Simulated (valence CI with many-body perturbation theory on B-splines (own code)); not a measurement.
# Level structure of Rb XXIV

Level of theory: configuration interaction combined with many-body perturbation theory (CI+MBPT): four valence electrons over a frozen Dirac-Fock core [Ne], a basis of 11 s, 11 p, 9 d, 7 f, 5 g, 2 h, 1 i functions for each j, with the one-electron correlation potential Σ1, the two-electron term Σ2, the three-electron term Σ3, Breit, model QED; selected CI, second order for the rest (own B-spline code, finite nucleus).

No measured spectrum was set against this ion. As an estimate, levels of excited configurations hold to 0.05 to 0.15 % of their energy, terms of the ground configuration to about 0.5 %.

Levels 46 to 70 of 70, with energies above the lowest level, 3s2 3p2 3P_0. "Leading %" is the weight of the configuration and term that name the level; weights of strongly mixed levels are sums over their largest components and can fall short. Lifetimes count E1, E2, E3, M1 and M2 decay at the calculated energies, and are blank where another channel may lead or the interval is too uncertain; long ones can be off by a factor of two.

```tsv
No.	Configuration	Term	J	E (eV)	Leading %	Second component	Lifetime
46	3s 3p2 3d	5P	1	174.36	87	5 % 3s 3p2 3d 3P	8.75 ps
47	3s 3p2 3d	3P	2	174.43	33	25 % 3p4 3P	9.77 ps
48	3s 3p2 3d	3F	4	176.23	53	29 % 3s 3p2 3d 5D	560 ps
49	3s 3p2 3d	3P	0	179.03	40	38 % 3p4 1S	40.4 ps
50	3s 3p2 3d	3P	1	179.64	26	20 % 3p4 3P	9.37 ps
51	3s 3p2 3d	3F	2	180.87	44	20 % 3s 3p2 3d 3D	15.1 ps
52	3s 3p2 3d	3G	3	181.14	73	20 % 3s 3p2 3d 1F	29.4 ps
53	3s 3p2 3d	3G	4	183.96	82	12 % 3s 3p2 3d 3F	37.9 ps
54	3s 3p2 3d	3D	3	184.79	62	12 % 3s 3p2 3d 1F	14.6 ps
55	3s 3p2 3d	3D	1	185.92	50	26 % 3s 3p2 3d 3P	16.1 ps
56	3s 3p2 3d	1G	4	186.00	60	18 % 3s 3p2 3d 3F	54.4 ps
57	3s 3p2 3d	3F	3	186.99	36	31 % 3s 3p2 3d 1F	14.1 ps
58	3s 3p2 3d	3P	0	187.05	34	26 % 3p4 3P	11.2 ps
59	3s 3p2 3d	3G	5	187.73	90	9 % 3s 3p2 3d 5F	59.3 ps
60	3s 3p2 3d	3D	2	188.23	55	10 % 3s 3p2 3d 3F	9.86 ps
61	3s 3p2 3d	3D	1	189.12	67	26 % 3s 3p2 3d 1P	9.22 ps
62	3s 3p2 3d	3D	1	190.15	76	13 % 3s 3p2 3d 1P	9.86 ps
63	3s 3p2 3d	3D	3	190.68	51	33 % 3s 3p2 3d 3F	8.97 ps
64	3s 3p2 3d	3P	0	191.15	73	10 % 3s2 3d2 3P	9.83 ps
65	3s 3p2 3d	3D	2	191.64	64	16 % 3s 3p2 3d 3F	11.4 ps
66	3s 3p2 3d	3P	1	192.78	53	14 % 3s 3p2 3d 3S	11.1 ps
67	3s 3p2 3d	3D	2	194.80	39	16 % 3s 3p2 3d 3P	10.2 ps
68	3s 3p2 3d	3F	2	195.55	47	11 % 3s 3p2 3d 3P	7.26 ps
69	3s 3p2 3d	3F	3	196.06	48	31 % 3s 3p2 3d 3D	8.19 ps
70	3s 3p2 3d	3F	4	196.19	72	12 % 3s 3p2 3d 1G	9.12 ps
```

Names give the largest LS component (configuration and term), which can be under half, so a name can repeat, a term be missing and a line seem to break the LS rules; names also repeat where a configuration has a term twice.

Where two levels of one J and parity lie close, their mixing, g and order are uncertain.
